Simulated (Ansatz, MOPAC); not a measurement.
Spectroscopic constants of BF+, multiplicity 2 (lowest of 2S+1 = 2, 4 at CCSD(T)/def2-TZVPP on PBE0 minima; our sources give no spin for the ground state, which may be another).

The constants come from a fifth-degree fit in 1/R (seven points, main isotopes). In def2 and cc sets the state is the lowest found near the PBE0 minimum, followed along R.

Frozen-core correlation. CBS(a, b) extrapolates the correlation energy as X⁻³ and adds the Hartree–Fock energy of set b. The state reached by PM7 isn't checked; PM7 holds dispersion and hydrogen-bond terms.

The values were computed with Ansatz (Gaussian orbitals); MOPAC for PM7 (differences of heats of formation). Values without a source in brackets are computed.

Q: What bond length and harmonic frequency does PM7 give?

A: r_e = 1.219 Å, ω_e = 1404 cm⁻¹.

Q: What bond length and harmonic frequency does B3LYP/def2-TZVPP give?

A: r_e = 1.215 Å, ω_e = 1689 cm⁻¹.

Q: What bond length and harmonic frequency does CCSD(T)/CBS(aug-cc-pVTZ, aug-cc-pVQZ) give?

A: r_e = 1.212 Å, ω_e = 1702 cm⁻¹.

Ansatz is an electronic-structure program.
